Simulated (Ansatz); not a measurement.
Reactions of ClGeH3O2, SMILES `[OH][GeH]([OH])[Cl]`.

Calculated with Ansatz (gas phase, PBE0-D4/def2-TZVP geometries, no zero-point term in ΔE). CBS: MP2 limit from def2 TZ/QZ plus the TZ coupled-cluster correction, frozen cores. This one scheme is used for every species, atoms too. Functionals use def2-TZVPP. No spin–orbit coupling; open shells (•) take unrestricted orbitals. Spin–orbit coupling would lower the free atoms: a little for Cl. For Ge outer-core shells are correlated without core-valence functions, so the limit isn't a true one: a few kJ/mol of doubt a bond, and 10 to 20 or more in all where bonds break to atoms. Scalar relativity is left out up to krypton. Each species was taken in one conformer, which may not be the lowest.

```
                                                                                     reaction  MP2/CBS(def2) (kJ/mol)  CCSD/CBS(def2) (kJ/mol)  PBE-D4 (kJ/mol)  CCSD(T)/CBS(def2) (kJ/mol)
                        `[OH][GeH]([OH])[Cl]` + `CNC(S)S` → `C[NH][GeH]([OH])[Cl]` + `OC(S)S`                      54                       47               48                          48
`[OH][GeH]([OH])[Cl]` + `C[O][GeH]([SH])[Cl]` → `[OH][Ge]([OH])([Cl])[Cl]` + `C[O][GeH2][SH]`                      16                       14               15                          15
                                    `[OH][GeH]([OH])[Cl]` + Cl• → `[OH][Ge]([OH])[Cl]`• + HCl                     -80                      -63             -108                         -70
                                                   `[OH][GeH]([OH])[Cl]` → `[Cl][GeH]` + `OO`                     575                      539              493                         538
```

Largest T1 diagnostic: 0.014, for `[OH][Ge]([OH])[Cl]`•.
